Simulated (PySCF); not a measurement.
PySCF input for GaHClBr, SMILES [Cl][GaH][Br], IEF-PCM-PBE0/def2-SVP. Geometry optimised at TPSSh-D3(BJ)/def2-SVP.

```python
import numpy as np
from pyscf import gto, scf, dft
from pyscf.solvent import pcm

mol = gto.M(
    atom='''
    Ga   -0.64824467   -0.53528706    0.00000000
    H    -2.17775537   -0.77689081    0.00000000
    Cl    0.74272946   -2.17065790    0.00000000
    Br    0.27562683    1.55062782    0.00000000
    ''',
    basis='def2-SVP',
    charge=0,
    spin=0,
    max_memory=1600,
    verbose=3,
)
mf = dft.RKS(mol, xc='pbe0').density_fit(auxbasis='def2-universal-jkfit')
mf.grids.level = 3
mf.conv_tol = 1e-9
mf.max_cycle = 100
mf.kernel()
res = {}
for name, eps in {'water': 78.355, 'cyclohexanone': 15.619, '1-octanol': 9.8629}.items():
    s = mf.PCM()
    s.with_solvent.method, s.with_solvent.eps, s.with_solvent.lebedev_order = 'IEF-PCM', eps, 29
    s.kernel(mf.make_rdm1())
    res[name] = (s.e_tot, eps, s.dip_moment(), s.mo_energy, s.converged)
    print(f'{name}: electrostatic solvation free energy {(s.e_tot - mf.e_tot) * 627.509474:.3f} kcal/mol')
```

It prints:

```
converged SCF energy = -4958.51305160787

WARN: PCM is an experimental feature. It is still in testing.
Features and APIs may be changed in the future.

converged SCF energy = -4958.5197901717
Dipole moment(X, Y, Z, Debye): -2.25178, -0.16017, -0.00000
water: electrostatic solvation free energy -4.229 kcal/mol

WARN: PCM is an experimental feature. It is still in testing.
Features and APIs may be changed in the future.

converged SCF energy = -4958.51921426719
Dipole moment(X, Y, Z, Debye): -2.19352, -0.14893, -0.00000
cyclohexanone: electrostatic solvation free energy -3.867 kcal/mol

WARN: PCM is an experimental feature. It is still in testing.
Features and APIs may be changed in the future.

converged SCF energy = -4958.51882000783
Dipole moment(X, Y, Z, Debye): -2.15385, -0.14136, -0.00000
1-octanol: electrostatic solvation free energy -3.620 kcal/mol
```

The run converged.
